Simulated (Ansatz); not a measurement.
`C=C1O[SiH2]O1` at its PBE0-D4/def2-TZVP geometry, where that method's forces vanish. Charge 0, multiplicity 1.

```json
{"atom": "C1", "x (Å)": "1.1757", "y (Å)": "-1.1684", "z (Å)": "0.8071"}
{"atom": "C2", "x (Å)": "0.3346", "y (Å)": "-0.3327", "z (Å)": "0.2298"}
{"atom": "O3", "x (Å)": "-0.4521", "y (Å)": "0.6323", "z (Å)": "0.8275"}
{"atom": "Si4", "x (Å)": "-1.0220", "y (Å)": "1.0156", "z (Å)": "-0.7016"}
{"atom": "O5", "x (Å)": "0.0351", "y (Å)": "-0.2184", "z (Å)": "-1.1136"}
{"atom": "H6", "x (Å)": "1.3065", "y (Å)": "-1.1402", "z (Å)": "1.8779"}
{"atom": "H7", "x (Å)": "1.7266", "y (Å)": "-1.8737", "z (Å)": "0.2043"}
{"atom": "H8", "x (Å)": "-0.6513", "y (Å)": "2.3583", "z (Å)": "-1.1969"}
{"atom": "H9", "x (Å)": "-2.4531", "y (Å)": "0.7272", "z (Å)": "-0.9344"}
```

Problem. For each bond, give half the difference of the two atoms' forces along it (eV/Å; positive pushes the atoms apart) under PBE-D4, r2SCAN-D4, B3LYP-D4, ωB97M-V in def2-TZVPP. (Estimate.)

Solution. Ansatz gave: 
```
  bond  length (Å)  PBE-D4  r2SCAN-D4  B3LYP-D4  ωB97M-V
 C1–C2       1.319    0.21       0.07     -0.19    -0.23
 C1–H6       1.079    0.00      -0.08     -0.07    -0.04
 C1–H7       1.079    0.00      -0.08     -0.07    -0.04
 C2–O3       1.381    0.39       0.24      0.31     0.25
 C2–O5       1.381    0.39       0.24      0.31     0.25
O3–Si4       1.676    0.53       0.12      0.22     0.16
Si4–O5       1.676    0.53       0.12      0.22     0.16
Si4–H8       1.478   -0.06      -0.04     -0.18    -0.20
Si4–H9       1.478   -0.06      -0.04     -0.18    -0.20
```

B3LYP here is the variant with VWN-RPA as its local correlation; programs differ in this.
